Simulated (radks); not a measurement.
Initial-state core-level shifts of the germanium ion Ge+ when its valence configuration changes from [Ar] 3d10 4s2 4p1. Method: Dirac Kohn-Sham, PBE, spin-unpolarised, spherical densities, point nucleus; open shells are shared between the two j in proportion to 2j + 1; computed with a radial shooting solver on a logarithmic mesh with Libxc functionals. Shifts are changes of the shell-averaged eigenvalues in eV (positive: less bound).

valence	1s	2s	2p	3s
3d9 4s2 4p2	-12.237	-13.429	-13.326	-11.233
3d10 4s1 4p2	-1.812	-1.734	-1.734	-1.790
3d9.5 4s2 4p1.5	-6.005	-6.574	-6.524	-5.563
3d9 4s1.5 4p2.5	-13.077	-14.240	-14.136	-12.060
3d10 4p3	-3.533	-3.379	-3.377	-3.492
3d8.5 4s2 4p2.5	-18.691	-20.557	-20.400	-17.000
3d8 4s2 4p3	-25.361	-27.951	-27.738	-22.854
3d8 4s1 4p4	-26.894	-29.444	-29.224	-24.361
